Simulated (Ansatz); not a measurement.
Cost and result for the atomization energy of `NP[TeH]` (7 atoms, 6 bonds).

```xyz
7

N    -1.0597    0.8108   -0.1072
P    -0.7158   -0.7877    0.3297
Te    1.4154   -1.5157   -0.7624
H    -1.6162    0.8991   -0.9443
H    -0.3264    1.5041   -0.0855
H    -0.0913   -0.4976    1.5659
H     2.3940   -0.4130    0.0038
```

Charge 0, multiplicity 1. Correlated methods include outer-core shells of Te, which these sets cover unevenly. Te takes the def2 core potential. Geometry: relaxed with PBE0-D4/def2-TZVP. It is one conformer, not always the lowest. Program: Ansatz. All runs use 2 threads of an Arm Neoverse V2 on a shared host. Times are those of one run each, without the atoms' runs, and a repeat can differ threefold. Electronic energies, without spin–orbit coupling; frozen cores. CCSD(T)/CBS adds CCSD(T) − MP2 in def2-TZVPP to the MP2 limit, and its time is that of the two runs behind it. T1 = 0.012. With those shells the extrapolation isn't a true limit. B3LYP takes the VWN-RPA correlation (the form of Gaussian; ORCA's B3LYP/G).

CCSD(T)/CBS is a level of theory with its own doubt, some kJ/mol a heavy atom from the limit and from the frozen cores, so smaller differences don't rank the functionals.

```csv
level,functions,atomization (kcal/mol),difference from CCSD(T)/CBS,per bond
ωB97X-V/def2-TZVPP,179,466.2,3.9,0.7
ωB97M-V/def2-TZVPP (with forces),179,462.9,0.6,0.1
MP2/def2-QZVPP,329,452.4,-9.9,-1.6
CAM-B3LYP-D4/def2-TZVPP,179,463.0,0.7,0.1
CCSD(T)/CBS(def2),–,462.3,0.0,0.0
r2SCAN-D4/def2-TZVPP (with forces),179,457.0,-5.3,-0.9
CCSD(T)/def2-TZVPP,179,439.9,-22.4,-3.7
B97M-V/def2-TZVPP,179,463.2,0.9,0.2
BHLYP-D4/def2-TZVPP,179,446.3,-16.0,-2.7
BLYP-D4/def2-TZVPP,179,469.2,6.9,1.2
B3LYP-D4/def2-TZVPP (with forces),179,465.9,3.6,0.6
r2SCANh-D4/def2-TZVPP,179,452.9,-9.4,-1.6
CCSD(T)/def2-SVP,78,403.8,-58.5,-9.7
```

Task: Order the runs by time, with rough figures. (Estimate.)

Result: Ansatz gave: BLYP-D4/def2-TZVPP 2 s; CCSD(T)/def2-SVP 3.1 s; CAM-B3LYP-D4/def2-TZVPP 3.4 s; BHLYP-D4/def2-TZVPP 3.9 s; r2SCAN-D4/def2-TZVPP (with forces) 4.2 s; B3LYP-D4/def2-TZVPP (with forces) 4.4 s; r2SCANh-D4/def2-TZVPP 5 s; B97M-V/def2-TZVPP 8 s; ωB97X-V/def2-TZVPP 8 s; ωB97M-V/def2-TZVPP (with forces) 12 s; MP2/def2-QZVPP 15 s; CCSD(T)/def2-TZVPP 76 s; CCSD(T)/CBS(def2) 91 s.

From PBE to PBE0 (25 % exact exchange), in def2-TZVPP and without D4, the atomization energy moves by −13.2 kcal/mol: exact exchange takes away binding that semilocal exchange gives to molecules. At CCSD(T), def2-SVP lies −58.4 kcal/mol from the extrapolated value and def2-TZVPP −22.3 kcal/mol: correlation converges slowly with the basis, and small sets miss more of it in the bonded molecule than in its fragments. In def2-TZVPP, CCSD(T) changes the Hartree–Fock value by +157.1 kcal/mol (the triples alone add +9.8 kcal/mol) and MP2 by +156.3 kcal/mol; breaking electron pairs costs correlation energy, which Hartree–Fock lacks.

Spin–orbit coupling would lower the free Te atoms strongly, and the atomization energy with them, by more than many differences here.
